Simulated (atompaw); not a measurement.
**Plane-wave convergence, PAW (atompaw) potential for copper**

- Element: Cu (Z = 29)
- Generator: atompaw 4.2.0.5
- Type: PAW
- Functional: PBE
- Relativity: scalar-relativistic
- Frozen core: [Ne]
- Valence charge: 19
- Reference configuration: 3s2 3p6 3d10 4s1 4p0
- Partial waves: 3s (bound): rc 0.85 bohr; 4s (bound): rc 1.35 bohr; 3p (bound): rc 0.85 bohr; 4p (bound, empty): rc 1.10 bohr; 3d (bound): rc 1.35 bohr; 3d channel at -0.05 Ry: rc 1.35 bohr
- Local potential: bessel scheme, radius 1.30 bohr
- Core correction: smooth core density matched at 1.30 bohr
- Augmentation charge: besselshape compensation charge, radius 1.25 bohr; PAW radius 1.35 bohr; waves and projectors: custom rrkj gramschmidtortho

The pseudo-atom Hamiltonian at the reference potential is diagonalised in spherical Bessel functions j_l(qr) that vanish at 20 bohr, with q² up to the cutoff. All-electron valence levels (Ry): 3s -8.4306, 4s -0.3388, 3p -5.3025, 4p -0.0512, 3d -0.3703.

How do the lowest levels (Ry) of each channel move with the cutoff, and are there ghosts?

```
cutoff (Ry)     s #1     s #2    s #3     p #1     p #2     d #1    d #2    f #1  Σ f·Δε (mRy)
          8  -7.3807  -0.2008  0.0230  -1.5400   0.0004   0.0628  0.1513  0.1119       29143.3
         21  -8.2468  -0.2672  0.0150  -3.8798  -0.0254   0.0621  0.1464  0.1119       13298.8
         45  -8.4041  -0.3319  0.0086  -4.9501  -0.0413  -0.3477  0.0640  0.1119        2400.4
         90  -8.4301  -0.3387  0.0080  -5.2902  -0.0509  -0.3702  0.0639  0.1119          76.1
        160  -8.4303  -0.3388  0.0080  -5.3018  -0.0511  -0.3704  0.0639  0.1119           4.1
        300  -8.4304  -0.3388  0.0080  -5.3023  -0.0511  -0.3704  0.0639  0.1119           0.3
        400  -8.4305  -0.3388  0.0080  -5.3023  -0.0511  -0.3704  0.0639  0.1119           0.0
```

Result: no extra level below or beside the all-electron valence levels (s, p, d, f tested); 10 mRy is reached at 110 Ry and 1 mRy at 230 Ry.
